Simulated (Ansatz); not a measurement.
Task: Name a neutral molecule of Mg, O, S, Si and H with LUMO energy (B3LYP/def2-TZVPP) between -2.00 and -1.70 eV and HOMO energy (PBE0/def2-TZVPP) between -7.45 and -7.15 eV (Ansatz, PBE0-D4/def2-TZVP geometry).

Result: `[SiH3][O][Mg][SH]` (-1.84 eV, -7.37 eV). Other molecules can fit too; these were computed, each in one conformer that needn't be the lowest.

B3LYP here is the variant with VWN-RPA as its local correlation; programs differ in this.
